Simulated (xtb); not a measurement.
xtb input (GFN2-xTB):

```bash
xtb mol.xyz --gfn 2 --sp --chrg 1 --uhf 0
```
mol.xyz:
```
4

Hf     0.01859221     0.16439319     0.05450079
F      1.67580150    -0.58144105    -0.30240991
F     -0.82265201    -0.84889422     1.35663495
F     -1.00188718     0.11518978    -1.49023135
```

Output:

```
           -------------------------------------------------
          |                Calculation Setup                |
           -------------------------------------------------

           -------------------------------------------------
          |                 G F N 2 - x T B                 |
           -------------------------------------------------

        Reference                      10.1021/acs.jctc.8b01176
      * Hamiltonian:
        H0-scaling (s, p, d)           1.850000    2.230000    2.230000
        zeta-weighting                 0.500000
      * Dispersion:
        s8                             2.700000
        a1                             0.520000
        a2                             5.000000
        s9                             5.000000
      * Repulsion:
        kExp                           1.500000    1.000000
        rExp                           1.000000
      * Coulomb:
        alpha                          2.000000
        third order                    shell-resolved
        anisotropic                    true
        a3                             3.000000
        a5                             4.000000
        cn-shift                       1.200000
        cn-exp                         4.000000
        max-rad                        5.000000

          ...................................................
          :                      SETUP                      :
          :.................................................:
          :  # basis functions                  22          :
          :  # atomic orbitals                  21          :
          :  # shells                            9          :
          :  # electrons                        24          :
          :  max. iterations                   250          :
          :  Hamiltonian                  GFN2-xTB          :
          :  restarted?                      false          :
          :  GBSA solvation                  false          :
          :  PC potential                    false          :
          :  electronic temp.          300.0000000     K    :
          :  accuracy                    1.0000000          :
          :  -> integral cutoff          0.2500000E+02      :
          :  -> integral neglect         0.1000000E-07      :
          :  -> SCF convergence          0.1000000E-05 Eh   :
          :  -> wf. convergence          0.1000000E-03 e    :
          :  Broyden damping             0.4000000          :
          :  net charge                          1          :
          :  unpaired electrons                  0          :
          ...................................................

 iter      E             dE          RMSdq      gap      omega  full diag
   1      1.6925209  0.169252E+01  0.488E+01    0.30       0.0  T
   2    -12.4313948 -0.141239E+02  0.290E+01   28.69       1.0  T
   3    -13.5353344 -0.110394E+01  0.226E+01   14.91       1.0  T
   4    -14.2249939 -0.689660E+00  0.210E+01   10.29       1.0  T
   5    -13.9758993  0.249095E+00  0.191E+01   11.92       1.0  T
   6     -9.9537709  0.402213E+01  0.335E+01    0.26       1.0  T
   7     -9.4733322  0.480439E+00  0.349E+01    0.18       1.0  T
   8    -12.8905001 -0.341717E+01  0.240E+01    1.03       1.0  T
   9    -12.5652154  0.325285E+00  0.244E+01    0.88       1.0  T
  10    -15.2766522 -0.271144E+01  0.838E+00    5.12       1.0  T
  11    -14.8639563  0.412696E+00  0.652E+00    2.05       1.0  T
  12    -14.8503292  0.136271E-01  0.666E+00    2.01       1.0  T
  13    -15.2936021 -0.443273E+00  0.108E+01    4.94       1.0  T
  14    -14.9490021  0.344600E+00  0.121E+01    7.02       1.0  T
  15    -15.0451408 -0.961386E-01  0.109E+01    6.56       1.0  T
  16    -15.2530969 -0.207956E+00  0.830E+00    5.41       1.0  T
  17    -15.2153373  0.377596E-01  0.798E+00    5.72       1.0  T
  18    -15.2591816 -0.438443E-01  0.642E+00    5.51       1.0  T
  19    -15.2931270 -0.339454E-01  0.555E+00    5.29       1.0  T
  20    -15.3071553 -0.140283E-01  0.486E+00    5.22       1.0  T
  21    -15.3185384 -0.113831E-01  0.417E+00    5.17       1.0  T
  22    -15.3299629 -0.114245E-01  0.368E+00    5.09       1.0  T
  23    -15.3402037 -0.102409E-01  0.326E+00    5.01       1.0  T
  24    -15.3547701 -0.145664E-01  0.250E+00    4.88       1.0  T
  25    -15.3685872 -0.138171E-01  0.147E+00    4.70       1.0  T
  26    -15.3745681 -0.598086E-02  0.732E-01    4.56       1.0  T
  27    -15.3758887 -0.132056E-02  0.385E-01    4.49       1.0  T
  28    -15.3760744 -0.185721E-03  0.181E-01    4.45       1.0  T
  29    -15.3759563  0.118106E-03  0.228E-01    4.43       1.0  T
  30    -15.3758230  0.133312E-03  0.290E-01    4.41       1.0  T
  31    -15.3759007 -0.777320E-04  0.210E-01    4.42       1.0  T
  32    -15.3760261 -0.125404E-03  0.133E-01    4.44       1.0  T
  33    -15.3760482 -0.220738E-04  0.135E-01    4.45       1.0  T
  34    -15.3760657 -0.175447E-04  0.714E-02    4.45       1.0  T
  35    -15.3760806 -0.148963E-04  0.128E-02    4.46       3.9  T
  36    -15.3760803  0.309498E-06  0.889E-03    4.47       5.6  T
  37    -15.3760806 -0.322663E-06  0.256E-03    4.47      19.5  T
  38    -15.3760806  0.690825E-11  0.515E-04    4.47      97.2  T
  39    -15.3760806 -0.189125E-09  0.316E-05    4.47    1582.5  T

   *** convergence criteria satisfied after 39 iterations ***

         #    Occupation            Energy/Eh            Energy/eV
      -------------------------------------------------------------
         1        2.0000           -1.1892701             -32.3617
       ...           ...                  ...                  ...
         6        2.0000           -0.8005473             -21.7840
         7        2.0000           -0.8005473             -21.7840
         8        2.0000           -0.7925437             -21.5662
         9        2.0000           -0.7925437             -21.5662
        10        2.0000           -0.7903756             -21.5072
        11        2.0000           -0.7903756             -21.5072
        12        2.0000           -0.7891424             -21.4737 (HOMO)
        13                         -0.6250483             -17.0084 (LUMO)
        14                         -0.5692841             -15.4910
        15                         -0.5692841             -15.4910
        16                         -0.5413121             -14.7299
        17                         -0.5413121             -14.7299
       ...                                ...                  ...
        21                         -0.1037532              -2.8233
      -------------------------------------------------------------
                  HL-Gap            0.1640941 Eh            4.4652 eV
             Fermi-level           -0.7070953 Eh          -19.2410 eV

 SCC (total)                   0 d,  0 h,  0 min,  0.013 sec
 SCC setup                      ...        0 min,  0.000 sec (  1.211%)
 Dispersion                     ...        0 min,  0.000 sec (  0.319%)
 classical contributions        ...        0 min,  0.000 sec (  0.250%)
 integral evaluation            ...        0 min,  0.001 sec ( 10.102%)
 iterations                     ...        0 min,  0.010 sec ( 74.508%)
 molecular gradient             ...        0 min,  0.002 sec ( 12.340%)
 printout                       ...        0 min,  0.000 sec (  1.071%)

         :::::::::::::::::::::::::::::::::::::::::::::::::::::
         ::                     SUMMARY                     ::
         :::::::::::::::::::::::::::::::::::::::::::::::::::::
         :: total energy             -15.356248723117 Eh    ::
         :: gradient norm              0.012556393017 Eh/a0 ::
         :: HOMO-LUMO gap              4.465226766057 eV    ::
         ::.................................................::
         :: SCC energy               -15.376080477257 Eh    ::
         :: -> isotropic ES            0.120310865189 Eh    ::
         :: -> anisotropic ES          0.004455296232 Eh    ::
         :: -> anisotropic XC         -0.004637109094 Eh    ::
         :: -> dispersion             -0.001392157231 Eh    ::
         :: repulsion energy           0.019831754140 Eh    ::
         :: add. restraining           0.000000000000 Eh    ::
         :: total charge               1.000000000000 e     ::
         :::::::::::::::::::::::::::::::::::::::::::::::::::::

           -------------------------------------------------
          |                Property Printout                |
           -------------------------------------------------

    * Orbital Energies and Occupations

         #    Occupation            Energy/Eh            Energy/eV
      -------------------------------------------------------------
         1        2.0000           -1.1892701             -32.3617
         2        2.0000           -1.1498739             -31.2897
         3        2.0000           -1.1498739             -31.2897
         4        2.0000           -0.8762005             -23.8426
         5        2.0000           -0.8140081             -22.1503
         6        2.0000           -0.8005473             -21.7840
         7        2.0000           -0.8005473             -21.7840
         8        2.0000           -0.7925437             -21.5662
         9        2.0000           -0.7925437             -21.5662
        10        2.0000           -0.7903756             -21.5072
        11        2.0000           -0.7903756             -21.5072
        12        2.0000           -0.7891424             -21.4737 (HOMO)
        13                         -0.6250483             -17.0084 (LUMO)
        14                         -0.5692841             -15.4910
        15                         -0.5692841             -15.4910
        16                         -0.5413121             -14.7299
        17                         -0.5413121             -14.7299
        18                         -0.5364247             -14.5969
        19                         -0.1972830              -5.3683
        20                         -0.1037532              -2.8233
        21                         -0.1037532              -2.8233
      -------------------------------------------------------------
                  HL-Gap            0.1640941 Eh            4.4652 eV
             Fermi-level           -0.7070953 Eh          -19.2410 eV

     #   Z          covCN         q      C6AA      α(0)
     1  72 Hf       1.913     1.365   514.728    62.192
     2   9 F        0.638    -0.122    10.486     3.821
     3   9 F        0.638    -0.122    10.486     3.821
     4   9 F        0.638    -0.122    10.486     3.821

 Mol. C6AA /au·bohr⁶  :        972.747562
 Mol. C8AA /au·bohr⁸  :     127006.769985
 Mol. α(0) /au        :         73.656083

Wiberg/Mayer (AO) data.
largest (>0.10) Wiberg bond orders for each atom

 ---------------------------------------------------------------------------
     #   Z sym  total        # sym  WBO       # sym  WBO       # sym  WBO
 ---------------------------------------------------------------------------
     1  72 Hf   3.538 --     4 F    1.179     3 F    1.179     2 F    1.179
     2   9 F    1.452 --     1 Hf   1.179     3 F    0.137     4 F    0.137
     3   9 F    1.452 --     1 Hf   1.179     2 F    0.137     4 F    0.137
     4   9 F    1.452 --     1 Hf   1.179     2 F    0.137     3 F    0.137
 ---------------------------------------------------------------------------

Topologies differ in total number of bonds
Writing topology from bond orders to xtbtopo.mol

molecular dipole:
                 x           y           z       tot (Debye)
 q only:        0.082       0.727       0.241
   full:        0.163       1.438       0.477       3.873
molecular quadrupole (traceless):
                xx          xy          yy          xz          yz          zz
 q only:       -0.887       0.278       1.536       0.092       0.814      -0.649
Note: The following floating-point exceptions are signalling: IEEE_UNDERFLOW_FLAG IEEE_DENORMAL
normal termination of xtb
  q+dip:       -1.300       0.407       2.251       0.135       1.193      -0.951
   full:       -2.246       0.703       3.888       0.233       2.060      -1.642

           -------------------------------------------------
          | TOTAL ENERGY              -15.356248723117 Eh   |
          | GRADIENT NORM               0.012556393017 Eh/α |
          | HOMO-LUMO GAP               4.465226766057 eV   |
           -------------------------------------------------

------------------------------------------------------------------------
------------------------------------------------------------------------
 total:
 SCF:
```
